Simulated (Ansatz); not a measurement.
`NBCBr` + HBr → `BrCBr` + `BN` at 400 K and 1 bar (substitution at a C–B bond).

Program: Ansatz. Geometries: PBE0-D4/def2-TZVP. ΔE: electronic, gas phase. CCSD(T)/CBS adds triple-zeta CCSD(T) − MP2 to the extrapolated MP2 energy (def2 sets, frozen cores). This one scheme is used for every species. For Br outer-core shells are correlated without core-valence functions, which leaves a few kJ/mol of doubt a bond. Scalar relativity is left out up to krypton. One conformer a species, not always the lowest.

```csv
species,CCSD(T)/CBS energy (Eh),H − E (kJ/mol),S (J/(mol·K))
`NBCBr`,-2693.93222,205.2,338.9
HBr,-2573.91920,27.6,207.2
`BrCBr`,-5185.88409,92.8,310.2
`BN`,-81.93499,142.5,243.5
```

H − E and S are ideal-gas, rigid-rotor, harmonic terms from PBE0-D4/def2-TZVP, for one conformer and one mirror image of each species. 1 Eh = 2625.50 kJ/mol, R = 8.31446 J/(mol·K).

**Question.** By hand: ΔE, ΔH, ΔS and ΔG.

**Answer.** ΔE = (-5185.88409) + (-81.93499) − (-2693.93222) − (-2573.91920) = 0.03234 Eh = 84.9 kJ/mol. Δ(H − E) = 92.8 + 142.5 − 205.2 − 27.6 = 2.5, so ΔH = 87.4 kJ/mol. ΔS = 310.2 + 243.5 − 338.9 − 207.2 = 7.6 J/(mol·K). ΔG = 87.4 − 400 × (7.6)/1000 = 84.4 kJ/mol.

**Question.** By hand: the equilibrium constant, and the temperature at which ΔG would vanish if ΔH and ΔS stayed fixed.

**Answer.** log₁₀ K = −ΔG/(RT ln 10) = -11.0. ΔG = 0 at ΔH/ΔS = 11500 K, far beyond where these terms or the molecules hold.

The number of gas molecules stays the same, so ΔS is small and ΔH decides. A doubt of 5 kJ/mol in ΔE shifts log₁₀ K by 0.7 here. Other conformers and mirror images would add mixing entropy, several J/(mol·K) or more a flexible species. These are equilibria of isolated gas molecules and say nothing of rates. Largest T1 diagnostic: 0.012 (customary marks: 0.02 for closed shells, 0.045 for open ones).
